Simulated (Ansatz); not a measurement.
Basis-set extrapolation for `SCOBCl` (PBE0-D4/def2-TZVP geometry, frozen core, the Gaussian-basis code of Ansatz). Multiplicity 1, RHF reference.

```
                      def2-TZVPP   def2-QZVPP
                 HF  -996.936053  -996.966667
    MP2 correlation    -0.868158    -0.939574
CCSD(T) correlation    -0.957111      not run
```

Energies in hartree. Use E(X) = E(∞) + A·exp(−7.88·√X) for Hartree–Fock and E(X) = E(∞) + B·X^(−2.97) for correlation, with X = 3 and 4, and add CCSD(T) minus MP2 of the smaller set to the MP2 limit.

**Question.** What is the CCSD(T) energy at the basis-set limit?

**Answer.** HF limit: -996.966667 + (-0.030614) × 0.13774 = -996.97088. MP2 limit: -0.939574 + (-0.071416) × 0.74074 = -0.99247. Higher-order term: -0.957111 − (-0.868158) = -0.08895. Total: -998.05230 hartree, 4.33 eV below CCSD(T)/def2-TZVPP.
